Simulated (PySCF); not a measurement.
This PySCF input asks for the NMR shieldings of SMILES O=S(=O)(Cl)c1cccc(F)c1, C6H4ClFO2S; the geometry comes from GFN2-xTB.

```python
import basis_set_exchange as bse
import numpy as np
from pyscf import gto, dft
from pyscf.prop import nmr

atoms = """
O     2.411330   -1.859339    0.937714
S     2.278793   -0.564696    0.357547
O     3.020720    0.528663    0.892198
Cl    2.817525   -0.737533   -1.603544
C     0.568633   -0.128175    0.160892
C     0.237014    1.203551    0.042929
C    -1.095394    1.540829   -0.144151
C    -2.059407    0.548153   -0.214184
C    -1.681069   -0.780728   -0.092409
F    -2.619749   -1.733679   -0.160484
C    -0.357135   -1.145297    0.095438
H     1.014369    1.946724    0.107609
H    -1.384310    2.575529   -0.237659
H    -3.100628    0.788693   -0.360806
H    -0.055105   -2.174705    0.196996
"""
names = dict.fromkeys(["O", "S", "Cl", "C", "F", "H"], "pcSseg-1")
basis = {el: gto.basis.parse(bse.get_basis(n, elements=[el], fmt="nwchem")) for el, n in names.items()}
mol = gto.M(atom=atoms, basis=basis, charge=0, verbose=0)
mf = dft.RKS(mol, xc="PBE0")
mf.grids.level = 2
mf.grids.alignment = dft.numint.BLKSIZE   # the property module wants whole blocks of grid points
mf.conv_tol = 1e-9
mf.kernel()

calc = nmr.RKS(mf)   # GIAO
C = mf.mo_coeff
Co = C[:, mf.mo_occ > 0]
resp = mf.gen_response(singlet=True, hermi=2)
def vind(x):   # induced exchange potential for any number of trial vectors
    d = np.einsum("pi,xij,qj->xpq", C, 2 * x.reshape(-1, C.shape[1], Co.shape[1]), Co, optimize=True)
    return np.einsum("xpq,pi,qj->xij", resp(d - d.transpose(0, 2, 1)), C, Co, optimize=True).ravel()
mo1, _ = nmr.rhf.solve_mo1(calc, with_cphf=vind)
sigma = calc.kernel(mo1)
for i, s in enumerate(sigma):   # ppm
    w = np.linalg.eigvalsh((s + s.T) / 2)
    print("%2d %-2s iso %8.1f  s11 %8.1f  s22 %8.1f  s33 %8.1f" % (i, mol.atom_pure_symbol(i), w.mean(), *w))
```

Q: What are the results?

A: 
```
 0 O  iso     50.9  s11    -40.6  s22     48.2  s33    145.1
 1 S  iso    182.9  s11      4.3  s22    129.8  s33    414.5
 2 O  iso     49.7  s11    -41.6  s22     47.1  s33    143.7
 3 Cl iso    290.5  s11    -49.7  s22    -26.3  s33    947.5
 4 C  iso     32.5  s11    -35.5  s22     13.0  s33    120.1
 5 C  iso     60.5  s11    -32.7  s22     32.1  s33    182.1
 6 C  iso     49.8  s11    -55.0  s22     27.3  s33    177.2
 7 C  iso     58.6  s11    -29.6  s22     36.7  s33    168.8
 8 C  iso     14.3  s11    -69.6  s22     27.1  s33     85.3
 9 F  iso    280.4  s11    194.7  s22    285.3  s33    361.1
10 C  iso     67.8  s11     -6.5  s22     38.7  s33    171.1
11 H  iso     23.7  s11     19.4  s22     23.2  s33     28.6
12 H  iso     23.8  s11     20.2  s22     24.7  s33     26.6
13 H  iso     24.1  s11     20.5  s22     24.6  s33     27.0
14 H  iso     23.8  s11     19.1  s22     23.2  s33     29.0
```

These numbers come from an equivalent density-fitted implementation of the same equations, which agrees with the script to about 0.01 ppm for H and up to a few tenths of a ppm for heavy atoms, so last digits may differ.

Q: Turn these shieldings into chemical shifts. Shifts are taken against calculated references (same method and geometry level): $^{17}$O (336.08 ppm) vs H2O; $^{33}$S (503.73 ppm) against CS2; $^{35}$Cl (949.78 ppm) vs HCl; TMS for $^{13}$C (186.93 ppm), $^{1}$H (31.72 ppm); $^{19}$F (170.95 ppm) against CFCl3.

A: Averaging equivalent atoms: O 0/2: 285.8; S 1: 321; Cl 3: 659; C 8: 172.7; C 4: 154.4; C 6: 137.1; C 7: 128.3; C 5: 126.4; C 10: 119.2; F 9: -109.4; H 11: 8.00; H 14: 7.94; H 12: 7.90; H 13: 7.66 ppm. Unscaled 19F shifts against computed CFCl3 carry errors that often reach 10 to 50 ppm. Unscaled 17O shifts of doubly bonded oxygen tend to come out too high, by tens of ppm or more. Experimental scales use liquid or dissolved standards, which lie at an offset from isolated H2O (liquid H2O: subtract about 36 ppm).

Size and cost of the density-fitted run: 221 basis functions, 35 s wall time on 1 thread of an Arm Neoverse V2, shared host; peak memory 0.98 GiB.
